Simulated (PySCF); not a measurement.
C₂H₄GaO (charge -1).
Cartesian coordinates in Å at the PBE0-D3(BJ)/def2-SVP level; atoms count from 1:
```
atom  x, y, z in Å
C1     0.4838   -1.4651   -0.1654
C2    -0.0555   -0.2206   -0.2060
Ga3   -1.8318   -1.1318   -0.2323
O4    -0.3533   -2.4988   -0.1649
H5     1.5694   -1.7166   -0.1314
H6     0.5315    0.7024   -0.2098
H7    -2.6932   -1.2827   -1.5885
H8    -2.7647   -1.2212    1.0813
```

Method used: PBE0-D3(BJ)/def2-SVP geometry optimisation, gas phase in PySCF.

(1) Which atoms are bound to Ga3, and at what distances?

(2) List the angles at Ga3.

(3) Describe the arrangement about Ga3 in numbers.

(4) What are the other bond lengths?

(5) Give some angles away from the centre.

(6) What are the rotational constants (commonest isotopes, rigid rotor)?

Results:

(1) 4 atoms: H8 1.614 Å, H7 1.614 Å, C2 1.997 Å, O4 2.015 Å. The nearest atom not counted as bound is C1, at 2.34 Å.

(2) 
| angle | degrees | distance of the outer atoms (Å) |
| --- | --- | --- |
| C2–Ga3–H8 | 121.9 | 3.16 |
| C2–Ga3–H7 | 121.9 | 3.16 |
| H7–Ga3–H8 | 111.7 | 2.67 |
| O4–Ga3–H8 | 111.1 | 3.00 |
| O4–Ga3–H7 | 110.9 | 3.00 |
| C2–Ga3–O4 | 69.9 | 2.30 |

(3) Angles from 69.9° to 121.9°; τ4 = (360° − α − β)/141° = 0.82 with α and β the two widest (0 for a square, 1 for a tetrahedron).

(4) C1=C2 1.357 Å; C1–O4 1.330 Å; C1–H5 1.115 Å; C2–H6 1.094 Å.

(5) C2–C1–O4 117.6°, C1–C2–Ga3 86.3°, C1–O4–Ga3 86.2°.

(6) A = 11181, B = 4626, C = 3432 MHz: an asymmetric top.

Point group: Cs (every atom within 0.08 Å of its image). Charge -1, singlet. Not checked by PBE0-D3(BJ)/def2-SVP frequencies.
